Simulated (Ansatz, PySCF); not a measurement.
This PySCF input computes a CCSD(T)/cc-pVDZ energy:

```python
from pyscf import gto, scf, mp, cc as ccmod

mol = gto.M(
    atom='''
    N    -1.10139600    0.28069552    0.24706094
    C     0.04274511   -0.02393513   -0.00078960
    O     1.14816135   -0.19903996   -0.32068421
    H    -1.73198952   -0.22893827    0.84078472
    ''',
    basis='cc-pvdz',
    charge=0,
    spin=0,
    verbose=4,
)

mf = scf.RHF(mol)
mf.conv_tol = 1e-10
mf.max_cycle = 100
mf.kernel()
mp2 = mp.MP2(mf, frozen=3).run()
cc = ccmod.CCSD(mf, frozen=3)
cc.max_cycle = 100
cc.kernel()
et = cc.ccsd_t()
print(f'E(CCSD(T)) = {cc.e_tot + et:.9f}')
```

Q: Write an input for the same energy in Ansatz (a first-principles code) and say what it gives.

A: 
Ansatz 0.2 input:
```yaml
crystal:
  periodic: [false, false, false]
  atoms:
    - {symbol: N, position_ang: [-1.10139600, 0.28069552, 0.24706094]}
    - {symbol: C, position_ang: [0.04274511, -0.02393513, -0.00078960]}
    - {symbol: O, position_ang: [1.14816135, -0.19903996, -0.32068421]}
    - {symbol: H, position_ang: [-1.73198952, -0.22893827, 0.84078472]}
basis:
  gaussian:
    orbitals: cc-pVDZ
magnetization: {spin_polarized: false}
correlation: {method: ccsd_t, electrons: outside_noble_gas}
```
It gives -168.26675 Eh, and PySCF -168.26675 Eh, a difference of 0.00 mEh.
